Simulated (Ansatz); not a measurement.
Relaxation of C₃H₁₀OSi₂ (16 atoms, charge 0, multiplicity 1), to a largest force component of 0.015 eV/Å in at most 40 steps.

Computed with RKS PBE0-D4/def2-SVP in Ansatz 0.2.0.

```xyz
16
Properties=species:S:1:pos:R:3:forces:R:3
C -1.377 -0.982 -1.083 -1.23 3.57 -2.08
C -0.510 -0.255 -0.400 0.76 0.06 0.21
C 0.352 -0.893 0.627 1.58 1.04 1.18
Si 2.257 -1.077 0.157 -1.96 -0.46 0.25
O -0.278 1.083 -0.680 -0.31 -0.35 0.50
Si -1.127 2.273 0.181 -0.24 0.07 -0.87
H -1.995 -0.451 -1.859 0.53 -0.59 0.58
H -1.560 -1.978 -0.933 -0.32 -2.80 0.59
H 0.003 -1.875 0.932 -0.31 -0.54 -0.23
H 0.329 -0.316 1.594 0.08 -0.10 -0.61
H 2.819 0.233 -0.046 0.54 0.90 -0.22
H 2.938 -1.756 1.278 0.20 -0.18 0.19
H 2.276 -1.900 -1.074 0.24 -0.11 -0.19
H -0.682 3.648 -0.250 0.06 -0.45 -0.03
H -0.885 2.104 1.605 0.17 -0.07 0.77
H -2.606 2.144 -0.061 0.21 -0.01 -0.03
```

Where does it end, and by what steps?

The forces met the threshold. The force dipped under the threshold on the way, but the program's further checks kept it going. After 29 steps the energy has fallen by 0.468 eV; H16 moved furthest, 2.09 Å.

```json
{"step": "0", "energy less start (eV)": "0.0000", "largest force component (eV/Å)": "3.570", "accepted": "yes"}
{"step": "2", "energy less start (eV)": "-0.3369", "largest force component (eV/Å)": "0.316", "accepted": "yes"}
{"step": "4", "energy less start (eV)": "-0.3539", "largest force component (eV/Å)": "0.087", "accepted": "yes"}
{"step": "6", "energy less start (eV)": "-0.3601", "largest force component (eV/Å)": "0.129", "accepted": "yes"}
{"step": "8", "energy less start (eV)": "-0.3659", "largest force component (eV/Å)": "0.137", "accepted": "yes"}
{"step": "10", "energy less start (eV)": "-0.3738", "largest force component (eV/Å)": "0.178", "accepted": "yes"}
{"step": "12", "energy less start (eV)": "-0.3856", "largest force component (eV/Å)": "0.340", "accepted": "yes"}
{"step": "14", "energy less start (eV)": "-0.4093", "largest force component (eV/Å)": "0.083", "accepted": "yes"}
{"step": "16", "energy less start (eV)": "-0.4298", "largest force component (eV/Å)": "0.246", "accepted": "yes"}
{"step": "18", "energy less start (eV)": "-0.4502", "largest force component (eV/Å)": "0.084", "accepted": "yes"}
{"step": "20", "energy less start (eV)": "-0.4600", "largest force component (eV/Å)": "0.140", "accepted": "yes"}
{"step": "22", "energy less start (eV)": "-0.3402", "largest force component (eV/Å)": "1.739", "accepted": "no"}
{"step": "24", "energy less start (eV)": "-0.4671", "largest force component (eV/Å)": "0.047", "accepted": "yes"}
{"step": "26", "energy less start (eV)": "-0.4679", "largest force component (eV/Å)": "0.017", "accepted": "yes"}
{"step": "28", "energy less start (eV)": "-0.4681", "largest force component (eV/Å)": "0.015", "accepted": "yes"}
{"step": "29", "energy less start (eV)": "-0.4682", "largest force component (eV/Å)": "0.015", "accepted": "yes"}
```

```xyz
16
Properties=species:S:1:pos:R:3
C -1.643 -0.811 -0.401
C -0.531 -0.363 0.198
C 0.547 -1.228 0.760
Si 2.235 -0.911 -0.050
O -0.226 0.954 0.338
Si -1.130 2.266 -0.201
H -2.392 -0.136 -0.822
H -1.829 -1.882 -0.482
H 0.285 -2.291 0.650
H 0.662 -1.020 1.838
H 2.801 0.408 0.359
H 3.185 -1.985 0.377
H 2.101 -0.949 -1.538
H -0.343 3.462 0.196
H -2.472 2.279 0.451
H -1.298 2.209 -1.683
```

The run took 57 s on 2 threads of AMD EPYC 9R45 96-Core Processor (Zen 5), on a shared host, peak memory 0.43 GiB.
